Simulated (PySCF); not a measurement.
## Electron correlation in Be (beryllium, neutral)

[He] 2p2, high-spin 3P determinant (an excited configuration). Calculation: PySCF 2.14, in aug-cc-pCVDZ (5s4p2d, 27 functions); no relativity, point nucleus. Frozen: nothing; 4 electrons correlated.

```
  level  correlation energy (mhartree)
   CCSD                         -43.16
    (T)                          -0.02
CCSD(T)                         -43.18
  CCSDT                         -43.19
```

Diagnostics: T1 = 0.0015, D1 = 0.0029, largest double amplitude 0.067.

Cost of the coupled-cluster step: roughly 0.16 core-seconds, for 4 correlated electrons.
